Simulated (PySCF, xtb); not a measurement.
Si(H)(F)2(Et) (C₂H₆F₂Si), SMILES CC[SiH](F)F. One conformer was computed; it need not be the lowest.

Harmonic wavenumbers (cm⁻¹) from GFN2-xTB (xtb) at its own minimum, in rising order: 43, 150, 153, 236, 244, 374, 614, 626, 714, 734, 850, 869, 990, 1025, 1067, 1237, 1300, 1419, 1479, 1504, 1506, 2435, 2972, 2989, 3022, 3036, 3042.

Question: What does PBE-D3(BJ)/def2-SVP (PySCF) give at its own minimum? (Estimate from the structure and the level; the computed values follow.)

Answer: 55, 142, 165, 264, 293, 428, 619, 659, 787, 800, 870, 901, 955, 969, 1026, 1203, 1221, 1344, 1374, 1426, 1430, 2214, 2968, 2976, 3018, 3064, 3068. Paired by order, the mean absolute difference is 47 cm⁻¹ and the zero-point energies are 49.5 and 48.9 kcal/mol.
